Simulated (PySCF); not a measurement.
`FB(F)[C@@H]1O[C@H]1F`. Method used: PBE0-D3(BJ)/def2-SVP geometry optimisation, gas phase (PySCF).

```
atom  x, y, z in Å
F1     1.4592    1.5332    0.4997
B2     1.4057    0.3455   -0.0627
F3     2.5302   -0.3175   -0.2270
C4     0.0400   -0.2793   -0.4790
O5    -1.0416    0.6510   -0.7378
C6    -1.1463   -0.1100    0.3789
F7    -2.0858   -1.0657    0.3592
H8     0.0177   -1.1710   -1.1180
H9    -1.1208    0.3986    1.3522
```

**Question.** How far are the heavy atoms from their best plane (unweighted least squares)?

**Answer.** 0.435 Å rms; F1 0.48, B2 0.00, F3 0.07, C4 0.42, O5 0.78, C6 0.38, F7 0.40 Å (magnitudes).

**Question.** Which two atoms are farthest apart?

**Answer.** F3···F7, 4.71 Å; the next longest distance is 4.40 Å.

**Question.** Work out the bond lengths F1–B2, B2–F3, B2–C4, C4–O5, C4–H8, C6–F7, C6–H9 in Å.

**Answer.** For F1–B2 the difference vector is (-0.0535, -1.1877, -0.5624) Å, of length 1.3152 Å. F1–B2 1.315; B2–F3 1.316; B2–C4 1.558; C4–O5 1.450; C4–H8 1.097; C6–F7 1.340; C6–H9 1.098 Å.

**Question.** What is the repulsion energy of the bare nuclei, Σ ZA·ZB/RAB?

**Answer.** 291.71 Eh over 36 pairs, with full nuclear charges and distances in bohr; the largest single term is 21.32 Eh (C6 with F7).

**Question.** Where is the centre of mass (commonest isotopes), and what is the radius of gyration?

**Answer.** Mass 110.015 u; centre at (0.187, 0.106, -0.013) Å; Rg = √(Σ m r²/M) = 1.905 Å. As Ia + Ib + Ic = 2 Σ m r², the three principal moments sum to 798.3 u·Å².

**Question.** How far apart are these pairs, which share no bond: F1···F3, F1···C4, B2···O5, B2···F7, F3···H9, O5···F7, O5···H8?

**Answer.** F1···F3 2.258 Å (2 bonds apart); F1···C4 2.501 Å (2 bonds apart); B2···O5 2.557 Å (2 bonds apart); B2···F7 3.789 Å (3 bonds apart); F3···H9 4.042 Å (4 bonds apart); O5···F7 2.289 Å (2 bonds apart); O5···H8 2.142 Å (2 bonds apart).

**Question.** Write the matrix of distances between heavy atoms (Å, lower triangle).

**Answer.** 
```
F1    0.000
B2    1.315  0.000
F3    2.258  1.316  0.000
C4    2.501  1.558  2.503  0.000
O5    2.926  2.557  3.736  1.450  0.000
C6    3.083  2.630  3.732  1.474  1.355  0.000
F7    4.398  3.789  4.713  2.417  2.289  1.340  0.000
```

No frequency check. One conformer, not necessarily the lowest.

The run took 46 s on one thread, Arm Neoverse V1 (aarch64), no GPU, shared host with 32 logical CPUs at a one-minute load of 27, and the process peaked at 0.44 GiB of memory. This is the geometry optimisation.
